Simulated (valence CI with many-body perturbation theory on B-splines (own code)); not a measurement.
Values are calculated unless marked as measured or tabulated.
Run record, Se¹⁸⁺

Method: relativistic CI+MBPT: six valence electrons over a frozen Dirac-Fock core [Ne], radial functions for each j: 9 s, 9 p, 8 d, 6 f, 3 g, 1 h, with the one-electron correlation potential Σ1 (screened to all orders), the two-electron term Σ2, the three-electron term Σ3, Breit, model QED; selected single and double excitations, second order for the rest, scaled by the run's own slope (own B-spline code, finite nucleus).

Command, and the settings that its task file holds:

```sh
python run_cv.py task.json out
```

```
atom Se  Z=34  mass_number=80  rms_radius_fm=4.1400
core [Ne]
valence 3s2 3p4
avg = 1
basis = M
breit = 1
cap = 60000
capref = 1200
cscale = 1
de = 0.0
dress = 0
eps = 2e-08
extrap = 1
h = 0.27
hh = 1
l2 = 3
lcore = 6
maxit = 60
n2 = 5
natural = 1
nlev = 35
nno = [5, 5, 5, 4, 2, 1]
nroot = 26
nsp = [4, 4, 3, 2, 1, 0]
pt2 = 1
qed = 1
rpa = 1
s1 = 1
s2 = 1
s3 = 1
screen = 1
tol = 2e-05
whole = 1
```

(1) Roughly how long does this run take on one core of Intel(R) Xeon(R) Processor @ 2.30GHz, and how much memory?

Log. The first blocks belong to the next ion, which gives the ionisation energy. Fields: 2J, parity (1 odd), roots, reference size, generating configurations, candidates as configurations/state functions, variational space P, stored matrix elements, Davidson steps; e2 is the range of second-order energies in hartree. The first line gives the box (bohr), its intervals, the orbitals and the steps of their self-consistent field. Window is the range of levels sought, series limit the energy at which the first omitted orbital would enter, core excitation an estimate of the first excitation out of the core, left out the lowest levels not solved, and shifts from estimates the range by which levels moved from their first estimate, all in cm⁻¹.

```
rmax 6.0 intervals 60 orbitals 63 references ['3s2 3p4', '3s 3p5', '3s2 3p3 3d', '3p6', '3s 3p4 3d'] scf 6 t 1.0
2J=3 par=1 roots 2 ref 34 generators 12 cand 1626/5926 P 1642/5960 nnz 4.3e+06 it 7
2J=3 par=1 roots 2 ref 34 generators 26 cand 4491/23922 P 6133/29882 nnz 6.3e+07 it 6
   second order: generators 36 cand 51468/576924 e2 -0.00048 -0.00040
reference levels 619, estimated 69, window 858986 1/cm; series limit 4796387, core excitation 11321186
2J=4 par=0 roots 3 ref 47 generators 21 cand 1727/9618 P 2200/11993 nnz 1.3e+07 it 7
2J=4 par=0 roots 3 ref 47 generators 32 cand 4322/40691 P 6522/52684 nnz 1.6e+08 it 10
   second order: generators 49 cand 88400/2845669 e2 -0.00956 -0.00116
2J=0 par=0 roots 3 ref 19 generators 22 cand 3899/9436 P 5188/11918 nnz 8.3e+06 it 8
2J=0 par=0 roots 3 ref 19 generators 31 cand 10376/44769 P 15564/56687 nnz 1.2e+08 it 8
   second order: generators 49 cand 73382/552085 e2 -0.00059 -0.00015
2J=2 par=0 roots 2 ref 32 generators 17 cand 1730/9440 P 2205/11913 nnz 1.2e+07 it 6
2J=2 par=0 roots 2 ref 32 generators 28 cand 5695/43016 P 7900/54929 nnz 1.6e+08 it 11
   second order: generators 41 cand 81825/1910909 e2 -0.00576 -0.00087
2J=4 par=1 roots 10 ref 106 generators 26 cand 1496/9463 P 1938/11997 nnz 1.1e+07 it 9
2J=4 par=1 roots 10 ref 106 generators 38 cand 4796/46521 P 6734/58518 nnz 1.9e+08 it 10
   second order: generators 72 cand 128027/4909610 e2 -0.00637 -0.00464
2J=2 par=1 roots 10 ref 84 generators 26 cand 1836/9422 P 2417/11941 nnz 1e+07 it 9
2J=2 par=1 roots 10 ref 84 generators 36 cand 6339/47793 P 8756/59734 nnz 1.8e+08 it 10
   second order: generators 79 cand 125013/2895910 e2 -0.00407 -0.00187
2J=0 par=1 roots 5 ref 32 generators 17 cand 3432/9522 P 4634/11981 nnz 8e+06 it 9
2J=0 par=1 roots 5 ref 32 generators 30 cand 11840/47997 P 16474/59978 nnz 1.4e+08 it 9
   second order: generators 61 cand 114437/1044747 e2 -0.00060 -0.00024
2J=6 par=1 roots 9 ref 98 generators 24 cand 1444/9391 P 1859/11975 nnz 1.2e+07 it 10
2J=6 par=1 roots 9 ref 98 generators 35 cand 3974/43590 P 5833/55565 nnz 1.9e+08 it 10
   second order: generators 68 cand 121141/5342567 e2 -0.00725 -0.00553
2J=8 par=1 roots 5 ref 69 generators 16 cand 1607/9419 P 2076/11991 nnz 1.3e+07 it 8
2J=8 par=1 roots 5 ref 69 generators 27 cand 4057/43147 P 6133/55138 nnz 1.9e+08 it 9
   second order: generators 58 cand 113631/5180451 e2 -0.00539 -0.00462
2J=10 par=1 roots 1 ref 38 generators 7 cand 1738/8636 P 2507/11510 nnz 1.1e+07 it 5
2J=10 par=1 roots 1 ref 38 generators 14 cand 4671/48126 P 7178/59636 nnz 2.2e+08 it 6
   second order: generators 27 cand 70467/2660409 e2 -0.00295 -0.00295
left out: unestimated 1235757, estimated 953151, shifts from estimates -111 to 349
operators 1.0
```

The Davidson iterations converged.

No measured spectrum was set against this ion. As an estimate, levels of excited configurations hold to 0.05 to 0.15 % of their energy, terms of the ground configuration to about 0.5 %. Among the levels kept, up to 1500 cm⁻¹ of a level comes from second order outside the variational space, and about a tenth of that is noise between levels of different J, which matters for small intervals.

* Valence energy: -194.5801 hartree
* Ionisation energy: 740.84 eV (NIST: 739.8 ± 1.1 eV (semi-empirical))
* Reference configurations for the orbitals: 3s2 3p4, 3s 3p5, 3s2 3p3 3d, 3p6, 3s 3p4 3d
* Radial orbitals: 63
* Box radius: 6.032 bohr
* Largest variational space: 59978
* Lowest levels: 3s²3p⁴ ³P_2 0.000, 3s²3p⁴ ³P_0 5.024, 3s²3p⁴ ³P_1 7.172, 3s²3p⁴ ¹D_2 11.420, 3s²3p⁴ ¹S_0 22.503, 3s3p⁵ ³P°_2 60.611, 3s3p⁵ ³P°_1 64.666, 3s3p⁵ ³P°_0 68.438, 3s3p⁵ ¹P°_1 77.502, 3s²3p³3d ⁵D°_2 78.799, 3s²3p³3d ⁵D°_3 78.876, 3s²3p³3d ⁵D°_0 78.951, 3s²3p³3d ⁵D°_1 79.225, 3s²3p³3d ⁵D°_4 79.931 eV

Names give the largest LS component (configuration and term), which can be under half, so a name can repeat, a term be missing and a line seem to break the LS rules; names also repeat where a configuration has a term twice.

Answers

(1) 12 min on 1 thread of Intel(R) Xeon(R) Processor @ 2.30GHz, on a shared host, peak memory 1.8 GiB.
